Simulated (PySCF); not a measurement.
## Solvent effects on NMR parameters

Molfile (atoms numbered from 1):
```
C2H5BF2
     RDKit          3D

 10  9  0  0  0  0  0  0  0  0999 V2000
   -1.1984    0.0869   -0.0596 C   0  0  0  0  0  0  0  0  0  0  0  0
    0.2005   -0.4316   -0.3644 C   0  0  0  0  0  0  0  0  0  0  0  0
    1.3570    0.2646    0.4175 B   0  0  0  0  0  0  0  0  0  0  0  0
    1.1674    1.3612    1.1305 F   0  0  0  0  0  0  0  0  0  0  0  0
    2.5941   -0.2010    0.3918 F   0  0  0  0  0  0  0  0  0  0  0  0
   -1.4727   -0.0952    0.9909 H   0  0  0  0  0  0  0  0  0  0  0  0
   -1.9606   -0.3962   -0.6887 H   0  0  0  0  0  0  0  0  0  0  0  0
   -1.2685    1.1726   -0.2252 H   0  0  0  0  0  0  0  0  0  0  0  0
    0.4436   -0.3089   -1.4377 H   0  0  0  0  0  0  0  0  0  0  0  0
    0.2800   -1.5199   -0.1957 H   0  0  0  0  0  0  0  0  0  0  0  0
  1  2  1  0
  2  3  1  0
  3  4  1  0
  3  5  1  0
  1  6  1  0
  1  7  1  0
  1  8  1  0
  2  9  1  0
  2 10  1  0
M  END
```

GIAO PBE0/pcSseg-1 in PySCF 2.14 on one PBE0-D3(BJ)/def2-SVP conformer, non-relativistic, equivalent nuclei averaged. Solvents enter as an IEF-PCM continuum (benzene with ε = 2.3, chloroform with ε = 4.7) around the gas-phase geometry. Shifts are referred to TMS, BF3·OEt2, CFCl3 computed in the same medium.

Gas phase, δ in ppm: C1 8.1, C2 6.6, B3 30.3, F4/F5 -64.9, H6/H7/H8 0.98, H9/H10 0.91. Dipole moment 1.65 D.

Q: How does each δ change in the continuum?

A: 
```tsv
atoms	environment	Δδ, benzene	Δδ, chloroform
C1	methyl carbon	0.0	+0.1
C2	sp3 CH2 bonded to B	+0.4	+0.6
B3	boron bonded to C, 2 F	+0.6	+0.8
F4/F5	fluorine bonded to B	-1.9	-2.9
H6/H7/H8	hydrogen on a methyl carbon	-0.01	-0.01
H9/H10	hydrogen on an sp3 CH2 bonded to B	+0.10	+0.15
```

Changes are relative to the gas phase. The dipole moment becomes 1.77 D in benzene, 1.84 D in chloroform.

Q: Which nuclei move most (in ppm), and what does the model miss?

A: F4/F5 (fluorine bonded to B, -2.9 ppm) in chloroform. A continuum only polarises the solute; specific hydrogen bonds, the anisotropy of aromatic solvents and changes of geometry or conformer are outside it.
